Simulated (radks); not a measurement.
Problem. Bi, 83 electrons, occupied as [Hg] 6p2 7p1 (not the ground configuration). All-electron calculation, non-relativistic Kohn-Sham, r2SCAN, spin-polarised, spherical densities, point nucleus; open shells are filled with parallel spins first (spin-orbit coupling, left out, can overturn this in heavy ions); meta-GGA in the generalised Kohn-Sham scheme; relativity is left out, which matters for an element this heavy. Program: a radial shooting solver on a logarithmic mesh with Libxc functionals. Some entries of the table are withheld. Estimate them.

orbital  occ.  eigenvalue (eV)  r(max) (bohr)
1s up       1        -81116.50        0.01210
1s down     1        -81116.45        0.01210
2s down     1        -13741.21        0.06566
2s up       1        -13741.21        0.06566
2p up       3        -13233.40        0.05092
2p down     3        -13233.38        0.05092
3s up       1        -3308.526         0.1787
3s down     1        -3308.518         0.1787
3p up       3        -3066.680         0.1679
3p down     3        -3066.661         0.1679
3d up       5        -2616.026         0.1318
3d down     5        -2616.006         0.1318
4s up       1        -754.2477         0.3956
4s down     1        -754.2129         0.3956
4p up       3        -646.6505         0.3940
4p down     3        -646.6102         0.3940
4d up       5        -448.2769         0.3848
4d down     5        -448.2325         0.3848
4f up       7        -179.8823         0.3388
4f down     7        -179.8320         0.3387
5s up       1        -133.4405         0.8568
5s down     1        -133.3348         0.8572
5p up       3         -96.6650         0.8983
5p down     3         -96.5759         0.8987
5d up       5         -36.4734          1.025
5d down     5         -36.2779          1.024
6s up       1         -16.5521          2.114
6s down     1         -14.5823          2.086
6p up       2          -9.1422          2.456
6p down     0          -6.9157          2.433
7p up       1              (1)          8.373

Solution. 
(1) 7p up eigenvalue (eV): -1.2425
